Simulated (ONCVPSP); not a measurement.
**strontium (Sr): excitation energies, all-electron against ONCV**

ONCVPSP 4.0.1 input, shortened (lines: element, Z, core and valence counts, functional; n l f; lmax; l rc ep ncon nbas qcut; lloc lpopt rc5 dvloc0; l nproj debl; icmod fcfact rcfact), BLYP, scalar-relativistic:

```
  Sr 38.00    7    2  -106131      upf
    1    0    2.00
    2    0    2.00
    2    1    6.00
    3    0    2.00
    3    1    6.00
    3    2   10.00
    4    0    2.00
    4    1    6.00
    5    0    1.00
    2
    0    3.15    0.00    5   10    2.30
    1    2.35    0.00    4    8    5.00
    2    3.45    0.23    4    7    3.20
    4    3    2.15    0.00
    0    2    1.90
    1    2    2.50
    2    3    2.00
    3    3.25    1.75
```

In the d channel the program set the typed energies aside and used -0.247, 1.753, 3.753 Ha.

Energies are relative to the spin-unpolarised reference configuration 4p6 5s1; without spin polarisation the order of configurations can differ from experiment.

Task: Give the all-electron excitation energy and the error of the potential for: 4p6 5s2; 4p6 5s0; 4p6 5s1.5; 4p6 5s0 5p1.

Result:

```
valence configuration  charge  ΔE all-electron (eV)  error AE − PS (meV)
              4p6 5s2       0                -5.809                 +6.0
              4p6 5s0      +2                11.126                  +11
            4p6 5s1.5    +0.5                -3.529                 +2.0
          4p6 5s0 5p1      +1                 3.031                 -0.4
```

Levels in the configuration 4p6 5s0:

```tsv
level	all-electron (eV)	pseudo (eV)
4p	-36.328	-36.206
```

Note: no bound ghost flagged; GHOST(+) flagged for s at 19.5 eV.
